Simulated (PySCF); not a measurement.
An excited-state job on `C#C[Si@@]1(Br)CCCO1`.

Computed with TDDFT wB97X-D/def2-SVPD, vertical, gas phase, core orbitals frozen in the response (PySCF 2.14.0, density-fitted response routines). Geometry: GFN2-xTB. The command runs a driver script over a list of jobs; the input below is this job's line of settings and its coordinates in Å.

Command:
```bash
OMP_NUM_THREADS=1 python probes_run.py task.json out
```

Input:
```
{"job": {"kind": "uv", "xc": "wB97X-D", "basis": "def2-SVPD", "nstates": 8, "ntriplets": 3}, "charge": 0, "multiplicity": 1}
C      3.540577     0.117435    -0.406246
C      2.360637     0.340945    -0.375232
Si     0.566691     0.769373    -0.419838
Br     0.330410     2.637717    -1.589418
C     -0.598690    -0.647927    -0.911017
C     -1.691897    -0.500417     0.148716
C     -1.024342     0.039542     1.414780
O     -0.076829     1.015531     1.054836
H      4.571709    -0.091169    -0.416527
H     -1.008342    -0.599456    -1.917101
H     -0.091771    -1.607827    -0.809232
H     -2.430081     0.229049    -0.192403
H     -2.205534    -1.439180     0.355869
H     -0.505029    -0.763756     1.949023
H     -1.741925     0.508127     2.091878
```

Output:
```
coarse grid: 62128 points
cycle   1  E = -3132.9165559349  dE =  2.455e-01  |g| = 7.106e-01  |ddm| = 9.159e+00
cycle   2  E = -3132.9091040985  dE =  7.452e-03  |g| = 7.967e-01  |ddm| = 2.491e+00
cycle   3  E = -3133.0246514493  dE = -1.155e-01  |g| = 8.745e-02  |ddm| = 1.042e+00
cycle   4  E = -3133.0262520369  dE = -1.601e-03  |g| = 2.809e-02  |ddm| = 2.544e-01
cycle   5  E = -3133.0264719700  dE = -2.199e-04  |g| = 5.463e-03  |ddm| = 1.223e-01
cycle   6  E = -3133.0264794500  dE = -7.480e-06  |g| = 1.542e-03  |ddm| = 2.766e-02
final grid: 129856 points
cycle   7  E = -3133.0262857754  dE = -1.548e-06  |g| = 1.631e-03  |ddm| = 1.924e-02
cycle   8  E = -3133.0262852325  dE =  5.429e-07  |g| = 2.273e-03  |ddm| = 6.071e-03
cycle   9  E = -3133.0262864837  dE = -1.251e-06  |g| = 1.828e-04  |ddm| = 3.178e-03
cycle  10  E = -3133.0262864936  dE = -9.900e-09  |g| = 5.647e-05  |ddm| = 6.143e-04
cycle  11  E = -3133.0262864952  dE = -1.605e-09  |g| = 1.625e-05  |ddm| = 3.540e-04
cycle  12  E = -3133.0262864953  dE = -1.064e-10  |g| = 4.239e-06  |ddm| = 6.623e-05
converged SCF energy = -3133.0262864953

Static polarisability (au): isotropic 101.302, principal 82.449 104.008 117.449

Singlet excitations
state   eV       nm        f      main configurations
  1   6.0503    204.9   0.00116   H-2->L 0.36, H-2->L+1 0.14, H->L+1 0.09
  2   6.2786    197.5   0.00189   H-2->L+1 0.26, H->L 0.22, H-3->L 0.21
  3   6.2903    197.1   0.00120   H->L+1 0.26, H-3->L+1 0.25, H-2->L 0.19
  4   6.9623    178.1   0.02393   H-1->L 0.75
  5   7.0922    174.8   0.04574   H->L 0.47, H-4->L 0.14, H-3->L 0.12
  6   7.3570    168.5   0.01963   H-1->L+1 0.66, H->L+1 0.11
  7   7.4021    167.5   0.00670   H->L+1 0.33, H-3->L+1 0.18, H-4->L 0.09
  8   7.6726    161.6   0.08908   H-4->L 0.25, H-3->L 0.16, H-2->L 0.11

Triplet excitations (Tamm-Dancoff, eV): 5.0711 5.5648 5.5775
```

The SCF starts on a coarse grid where the log names one; the energy can jump when the final grid takes over, and dE then counts from the start density on the new grid. H and L stand for HOMO and LUMO; the number after each pair is its weight.

Problem. How does the lowest singlet excitation compare with the HOMO–LUMO gap?

Solution. HOMO -9.96 eV and LUMO 1.18 eV give a gap of 11.14 eV; S1 at 6.05 eV lies 5.09 eV below it.

Main results: HOMO -9.96 eV, LUMO 1.18 eV; lowest singlet 6.05 eV; lowest triplet 5.07 eV (Tamm–Dancoff); mean polarisability 101.3 au.

 Relativistic effects, spin–orbit coupling among them, are left out although an element past zinc is present.

Hardware: Arm Neoverse V2, one thread, on a shared host. Cost: 79 s of wall time (grids of density and orbitals included), 1.1 GiB resident at most.

One conformer stands for the species.
Labels such as C1 count atoms from 1, the log's own numbers from 0.

Note: wB97X-D ran without an empirical dispersion term, which enters the total energy and its gradient alone.
